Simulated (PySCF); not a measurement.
furan-2-ylsilane (C4H6OSi), SMILES [SiH3]c1ccco1. Heavy atoms are numbered as in [SiH3:1][c:2]1[cH:3][cH:4][cH:5][o:6]1. Hydrogens are named by the atom that carries them.

Geometry optimised at ωB97X-D3(BJ)/def2-SVP.

These are PBE/pcSseg-1 in PySCF values and carry that method's errors.

GIAO shieldings, no solvent; atoms alike by connectivity are averaged. δ = σ(ref) − σ: ²⁹Si against TMS (σ = 335.4 ppm); ¹³C against TMS (σ = 182.0 ppm); ¹⁷O against H2O (σ = 334.3 ppm); ¹H against TMS (σ = 31.49 ppm), references at their B3LYP-D3(BJ)/def2-TZVP geometries, non-relativistic.

| nucleus | atoms | count | δ (ppm) |
|---|---|---|---|
| ²⁹Si | Si1 (SiH3) | 1 | -86.8 |
| ¹³C | C5 (CH) | 1 | 152.7 |
| ¹³C | C2 | 1 | 150.6 |
| ¹³C | C3 (CH) | 1 | 130.3 |
| ¹³C | C4 (CH) | 1 | 116.2 |
| ¹⁷O | O6 | 1 | 333.4 |
| ¹H | H on C5 | 1 | 7.96 |
| ¹H | H on C3 | 1 | 7.20 |
| ¹H | H on C4 | 1 | 6.76 |
| ¹H | H on Si1 | 3 | 4.77 |
